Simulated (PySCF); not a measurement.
# SnPb⁺ at HSE06

Computed with HSE06; Sn def2-SVP with ECP28, Pb def2-SVP with ECP60; scalar-relativistic core potentials (PySCF 2.14).

| Quantity | Value |
| --- | --- |
| state | ⁴Σ⁻ (quartet), unpaired electrons σ ↑, π ↑↑ |
| bond length | 2.869 Å |
| harmonic wavenumber | 146 cm⁻¹ |
| force constant | 0.951 mdyn/Å |
| rotational constant Be | 0.02693 cm⁻¹ |
| anharmonicity ωexe | 0.294 cm⁻¹ |
| vibration–rotation constant αe | 7.34e-05 cm⁻¹ |
| bond order (Mayer) | 1.63 |
| dipole moment (positive dipole points towards Pb; it is taken about the centre of mass and depends on that origin) | -1.13 D |

These are scalar-relativistic numbers at best; spin–orbit coupling would shift them, the dissociation energy most. The state is the lowest determinant that a PBE0 search found; another state may lie lower at other levels.
